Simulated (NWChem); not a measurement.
# CAuO, doublet; SMILES [C-](->[Au])#[O+]

```xyz
3

Au    -0.0092    -0.3844     0.0000
O     -0.1898     2.5946     0.0000
C      0.3747     1.6017     0.0000
```
Atoms are numbered in this order, from 1.

Program: NWChem. Spin-unrestricted. In the optimisation the excess spin sits in a' (Cs, its own frame). Structure relaxed at the PBE0/def2-SVP, spin-unrestricted level. The spin multiplicity was typed, not searched, and may not be the lowest. No stability test was run on the SCF state. def2 effective core potentials on Au; no spin-orbit coupling. Vertical excitations in the gas phase. Excited states of an open shell can be spin-contaminated.

Task: What does the run give for LDA (Slater exchange, VWN5)/def2-SVP, TDA? Quantities: lowest excitation (eV); oscillator strength of that lowest state; lowest empty minus highest occupied level, either spin (eV).

Result: 
| Quantity | Result |
|---|---|
| lowest excitation (eV) | 2.42 |
| oscillator strength of that lowest state | 0.003 |
| lowest empty minus highest occupied level, either spin (eV) | 0.70 |
